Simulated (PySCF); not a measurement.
Molecule: SMILES Cc1[nH]nnc1Cl, C3H4ClN3.

Bonds (- single, = double, # triple, : aromatic): C1-C2, C2:N3, N3:N4, N4:N5, N5:C6, C6-Cl7, C6:C2. C1 carries H8, H9, H10; N3 carries H11.

Frames of a GFN2-xTB Langevin trajectory at 300 K; GIAO PBE0/pcSseg-1 shieldings in PySCF 2.14, gas phase, non-relativistic; equivalent atoms averaged within each frame.

Chemical shifts δ = σref − σ; ¹³C (σ = 186.93 ppm) and ¹H (σ = 31.72 ppm) against TMS; NH3 for ¹⁵N (σ = 267.73 ppm); HCl for ³⁵Cl (σ = 949.78 ppm), all at this level. The references are static minima.

How do the shifts (ppm) fluctuate along the trajectory?

Results:


```csv
time (fs),C6,C2,C1,N5,N4,N3,Cl7,H11,H8/H9/H10
optimised geometry,143.6,135.4,10.1,386.1,389.8,256.2,137,10.70,2.47
250,142.9,141.8,9.2,394.8,382.3,255.7,143,9.89,2.66
425,138.3,133.7,13.7,397.3,389.4,257.4,132,9.38,3.02
625,144.2,139.2,10.8,389.9,408.9,267.4,134,11.37,3.07
800,142.0,140.0,8.5,389.5,400.1,264.6,119,10.98,2.34
1000,149.0,129.9,8.6,400.0,397.5,251.8,171,11.15,2.28
mean of frames,143.3,136.9,10.2,394.3,395.6,259.4,140,10.55,2.67
standard deviation,3.9,5.0,2.2,4.6,10.2,6.5,19,0.87,0.37
```

5 frames give an uncertainty of the mean of about the standard deviation over 2.2 at best, since frames this close in time may not be independent; classical motion lacks zero-point vibration, and the reference would need the same averaging.
